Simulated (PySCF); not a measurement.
**Frontier orbitals and the lowest excitations**

Ag(PF3)Br (singlet state).
Geometry (PBE0-D3(BJ)/def2-SVP, Å), atoms numbered from 1 in this order:
```
atom  x, y, z in Å
Ag1    0.006   -0.001   -1.515
P2    -0.008    0.013    0.797
F3     0.115    1.389    1.550
F4     1.123   -0.792    1.539
F5    -1.267   -0.569    1.541
Br6    0.031   -0.041   -3.911
```

Computed with TDDFT CAM-B3LYP/def2-SVPD, vertical, gas phase, core orbitals frozen in the response, def2 core potentials past Kr (PySCF 2.14.0, density-fitted response routines). Spin–orbit coupling is left out.

Kohn–Sham orbitals with the atoms that hold most of them (Löwdin shares over 4%, at most four atoms):

| orbital | ε (eV) | atoms |
| --- | --- | --- |
| LUMO+2 | -0.13 | Ag1 55%, Br6 20%, P2 10%, F3 5% |
| LUMO+1 | -1.20 | Ag1 35%, P2 33%, F4 10%, F3 9% |
| LUMO | -1.21 | Ag1 35%, P2 33%, F5 10%, F3 10% |
| HOMO | -8.60 | Br6 91%, Ag1 8% |
| HOMO-1 | -8.60 | Br6 91%, Ag1 8% |
| HOMO-2 | -9.51 | Br6 69%, Ag1 29% |
| HOMO-3 | -11.62 | Ag1 53%, P2 18%, Br6 11%, F3 6% |

Within 0.005 eV of a neighbour in this list lie HOMO-1/HOMO.

Problem. How does S1 compare with the orbital gap of 7.39 eV?

Solution. S1 is at 4.79 eV (f = 0.0000), 2.60 eV below the gap, made of HOMO-1/HOMO→LUMO (≥62%), HOMO-1/HOMO→LUMO+1 (≥30%). Without the coupling terms of the response equations the lowest excitation would equal the gap.

For S1 the Löwdin share of silver is 8% in HOMO and 35% in LUMO.

Next come S2 at 4.83 eV (f 0.0001), HOMO-1/HOMO→LUMO (≥50%), HOMO-1/HOMO→LUMO+1 (≥47%); S3 at 4.83 eV (f 0.0000), HOMO-1/HOMO→LUMO+1 (≥64%), HOMO-1/HOMO→LUMO (≥32%); S4 at 5.18 eV (f 0.124), HOMO-1/HOMO→LUMO+1 (≥44%), HOMO-1/HOMO→LUMO (≥41%), HOMO-2→LUMO+2 (8%); S5 at 5.30 eV (f 0.0056), HOMO-1/HOMO→LUMO+2 (≥77%), HOMO-2→LUMO (15%).

Orbitals of the list HOMO-3 to LUMO+2 that lie within 0.01 eV of each other are written together with a slash and their weights summed (≥ marks a lower bound); for degenerate orbitals outside that list single weights are arbitrary.

Löwdin shares depend on the basis, the more so with diffuse functions.
